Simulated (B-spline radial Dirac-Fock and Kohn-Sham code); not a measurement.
**Electron momentum distribution of Fe⁺: Compton profiles**

System: iron as Fe⁺ in the configuration [Ar] 3d6 4s1, inside a Watson sphere of charge -1 and radius 2 Å (a model of the Madelung potential; inside it an electron's potential energy is raised by 7.2 eV).

Calculated with a radial B-spline solver, using the impulse approximation on Dirac-Fock orbitals of the configuration average with a finite nucleus. pz is in atomic units of momentum; subshell profiles are per electron, for a selection of subshells; open shells are spread over both j values by their weights.

```
  pz    J total   J 1s1/2   J 2s1/2   J 4s1/2
0.21      4.913    0.0331     0.126     0.994
 0.3      4.605    0.0331     0.125     0.705
0.44      4.197    0.0331     0.124     0.342
0.63      3.861    0.0331     0.123     0.103
0.91      3.563    0.0330     0.119    0.0333
 1.3      3.084    0.0329     0.113    0.0299
 1.9      2.227    0.0326     0.100    0.0133
 2.7      1.368    0.0320    0.0799   0.00241
   4     0.7370    0.0307    0.0480  0.000981
 5.7     0.4385    0.0285    0.0198  0.000652
 8.3     0.2277    0.0244   0.00460  0.000121
  12    0.09880    0.0181   0.00266  2.21e-05
  17    0.03980    0.0110   0.00214  1.88e-05
  25    0.01247   0.00450  0.000818  7.22e-06
  36   0.003258   0.00132  0.000197  1.68e-06
  52  0.0006480  0.000278  3.45e-05    < 1e-6
  75  0.0001074  4.73e-05  5.21e-06    < 1e-6
 110  1.494e-05  6.66e-06    < 1e-6    < 1e-6
```

Problem. What is the peak value J(0), and which subshell contributes most to it?

Solution. J(0) = 5.341. The 4s1/2 subshell gives the largest part, 26 %.

Mean momentum ⟨p⟩ by subshell (a.u.): 1s1/2 22.1, 2s1/2 7.31, 2p1/2 9.85, 2p3/2 9.72, 3s1/2 2.94, 3p1/2 3.39, 3p3/2 3.36, 3d3/2 3.32, 3d5/2 3.30, 4s1/2 0.692.
